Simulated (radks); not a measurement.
The ruthenium ion Ru2+, configuration [Kr] 4d5 5d1 (not the ground configuration).

Method: Dirac Kohn-Sham, PBE, spin-unpolarised, spherical densities, finite nucleus; open shells fill j = l - 1/2 first; Fermi nuclear charge, rms radius 4.4809 fm; computed with a radial shooting solver on a logarithmic mesh with Libxc functionals.

Energy parts (eV):
| part | energy |
|---|---|
| total | -123263.545 |
| kinetic | 128271.273 |
| electron-nucleus | -297037.181 |
| Hartree | 49113.943 |
| exchange-correlation | -3611.580 |

Orbitals (lengths in bohr, moments of r in powers of bohr):
orbital,occ.,eigenvalue (eV),<r>
1s1/2,2,-21953.87,0.03344
2s1/2,2,-3180.485,0.1453
2p1/2,2,-2940.985,0.1236
2p3/2,4,-2810.066,0.1284
3s1/2,2,-583.6929,0.4024
3p1/2,2,-490.7848,0.3956
3p3/2,4,-468.5656,0.4062
3d3/2,4,-304.1608,0.3820
3d5/2,6,-299.8312,0.3855
4s1/2,2,-104.2705,1.011
4p1/2,2,-76.3604,1.091
4p3/2,4,-72.8788,1.119
4d3/2,4,-30.9964,1.443
4d5/2,1,-30.5865,1.456
5d3/2,1,-9.2600,4.582
5d5/2,0,-9.2185,4.603

The highest occupied level is 5d3/2 at -9.260 eV. Summed over all electrons, <r^2> = 50.09 bohr^2, which gives a Langevin (diamagnetic) susceptibility term of -39.7 x 10^-6 cm^3/mol. The electron density at the nucleus is 1.101e+05 e/bohr^3. The density falls to 0.001 e/bohr^3 at r = 4.67 bohr.
